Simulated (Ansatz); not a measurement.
System: Al$_{2}$H$_{4}$, net charge 0, singlet state. SMILES: [AlH2][AlH2]
Coordinates optimised at B3LYP-D3(BJ)/def2-TZVP (Ansatz, a program for electronic structure):
```
Al
H 1 1.5905
H 1 1.5905 2 116.05
Al 1 2.5886 2 121.97 3 180.00
H 4 1.5905 1 121.97 2 -90.00
H 4 1.5905 5 116.05 1 180.00
```
Charge 0, spin multiplicity 1.

Wanted: vertical triplet-singlet gap, E(triplet) - E(singlet), in eV. Conventions: 6-31G* and kin with 6d, 5d where marked; spin-orbit terms left out; valence correlation only; non-relativistic; dispersion terms only where a functional's name holds one; UHF or UKS for open shells; each state is the SCF solution reached for its charge and spin. Basis-set limits of correlation are two-point, X^-3; Hartree-Fock from the larger set. The bracket is a focal-point correction in the basis named. First-principles rows: single points at B3LYP-D3(BJ) geometries (Ansatz). Levels can end on unlike triplets.

| species | coefficient | E at B3LYP/6-31G* (Ansatz), Eh | E at B3LYP/def2-TZVPD (Ansatz), Eh |
|---|---|---|---|
| charge 0, triplet | +1 | -487.11887 | -487.17176 |
| charge 0, singlet | -1 | -487.22815 | -487.27801 |

Coupled cluster (Ansatz) is a level with limits of its own, used here on species with T1 under 0.025 (0.045 for open shells) and stable references: RI-MP2/CBS(aug-cc-pV(T+d)Z,aug-cc-pV(Q+d)Z)+[CCSD(T)-MP2]/aug-cc-pV(T+d)Z. Value to compare with, RI-MP2/CBS(aug-cc-pV(T+d)Z,aug-cc-pV(Q+d)Z)+[CCSD(T)-MP2]/aug-cc-pV(T+d)Z (Ansatz): 3.11 eV. 1 Eh = 27.2114 eV.

Task: Work the quantity out at each level, and compare with RI-MP2/CBS(aug-cc-pV(T+d)Z,aug-cc-pV(Q+d)Z)+[CCSD(T)-MP2]/aug-cc-pV(T+d)Z (Ansatz).

Result: 
- B3LYP/6-31G*: the sum of coefficient times E is 0.10928 Eh, or 2.974 eV. Result: 2.97 eV. Its difference against RI-MP2/CBS(aug-cc-pV(T+d)Z,aug-cc-pV(Q+d)Z)+[CCSD(T)-MP2]/aug-cc-pV(T+d)Z (Ansatz) is -0.14 eV.
- B3LYP/def2-TZVPD: the sum of coefficient times E is 0.10625 Eh, or 2.891 eV. Result: 2.89 eV. Its difference against RI-MP2/CBS(aug-cc-pV(T+d)Z,aug-cc-pV(Q+d)Z)+[CCSD(T)-MP2]/aug-cc-pV(T+d)Z (Ansatz) is -0.22 eV.
